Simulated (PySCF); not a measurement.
## `CC[C@@]1(Cl)C[C@@H]1CCl`, C$_{6}$H$_{10}$Cl$_{2}$

Cartesian coordinates in Å; atom numbers follow the order of the lines, from 1:
```xyz
18

C    -2.2161    0.6969   -0.3836
C    -1.5244   -0.4433    0.3577
C    -0.0615   -0.1529    0.5953
Cl    0.1667    1.1766    1.7397
C     0.9623   -1.2430    0.6209
C     0.9275   -0.2744   -0.5327
C     2.0351    0.7226   -0.7057
Cl    3.4119   -0.0387   -1.5600
H    -1.7519    0.8570   -1.3539
H    -2.1446    1.6179    0.1887
H    -3.2669    0.4651   -0.5344
H    -2.0148   -0.6079    1.3200
H    -1.6048   -1.3637   -0.2245
H     1.7797   -1.1531    1.3196
H     0.6322   -2.2581    0.4617
H     0.5284   -0.6406   -1.4715
H     2.4133    1.0755    0.2525
H     1.7191    1.5703   -1.3146
```

Theory: TDDFT wB97X-D/def2-SVPD circular dichroism and optical rotation, one conformer, gas phase in PySCF. Geometry: GFN2-xTB.

The molecule is flexible and this is one conformer; a measurement averages over conformers.

**Question.** Draw the ECD and absorption spectra from the lowest 12 states, each a Gaussian of half-width 0.2 eV at 1/e height.

**Answer.** 
| E (eV) | λ (nm) | Δε (L mol⁻¹ cm⁻¹) | ε (L mol⁻¹ cm⁻¹) |
| --- | --- | --- | --- |
| 6.41 | 194 | 0.00 | 0.294 |
| 6.51 | 191 | -0.01 | 2.79 |
| 6.61 | 188 | -0.05 | 16 |
| 6.71 | 185 | -0.16 | 56 |
| 6.81 | 182 | -0.33 | 119 |
| 6.91 | 180 | -0.41 | 154 |
| 7.01 | 177 | -0.15 | 134 |
| 7.11 | 174 | +0.90 | 150 |
| 7.21 | 172 | +3.76 | 377 |
| 7.31 | 170 | +8.46 | 867 |
| 7.41 | 167 | +11.63 | 1300 |
| 7.51 | 165 | +9.88 | 1220 |
| 7.61 | 163 | +5.15 | 717 |
| 7.71 | 161 | +1.29 | 285 |
| 7.81 | 159 | -2.28 | 220 |
| 7.91 | 157 | -10.41 | 677 |
| 8.01 | 155 | -25.06 | 1820 |
| 8.11 | 153 | -35.12 | 3670 |
| 8.21 | 151 | -25.70 | 6510 |
| 8.31 | 149 | -3.25 | 10400 |
| 8.41 | 147 | +14.64 | 13600 |
| 8.51 | 146 | +32.60 | 14600 |
| 8.61 | 144 | +67.50 | 14700 |

Δε uses R in velocity form, ε uses f in length form. Only the states computed contribute, so the short-wavelength end is incomplete.
